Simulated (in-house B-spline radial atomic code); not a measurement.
# Cu V (Cu4+): [Ne] 3p6 3d9 (with a hole in an inner shell)

All numbers are computed (Dirac-Kohn-Sham PBE, spherical fractional occupations; Fermi nucleus of rms radius 3.8823 fm) with a B-spline radial code for spherical atoms, not measured.

Screening seen three ways: the hydrogenic charge with the same mean radius, Z_r = [3n² - l(l+1)]/(2<r>), the one with the same energy, Z_e = n√(-2ε), and Slater's rules. Values are occupation-weighted means over j.

```csv
shell,electrons,ε (eV),<r> (bohr),Z_r,Z_e,Slater
1s,2,-8930.9,0.05212,28.78,25.62,28.70
2s,2,-1138,0.2348,25.55,18.29,24.85
2p,6,-993.11,0.2061,24.26,17.09,24.85
3p,6,-142.91,0.7232,17.29,9.72,18.45
3d,9,-72.878,0.7975,13.17,6.94,10.20
```

The least bound orbital is 3d5/2 at -72.73 eV, and it is also the most diffuse (<r> = 0.7989 bohr).

Spin-orbit splittings of the orbital energies (j = l + 1/2 above j = l - 1/2 when positive): 2p 20.56 eV, 3p 2.748 eV, 3d 0.3649 eV.

For the 1s electron the small component carries 1.09 % of the norm, the zero-frequency Breit interaction raises the level by 11.76 eV, self-energy by 6.002 eV, and vacuum polarisation lowers it by 0.5452 eV.
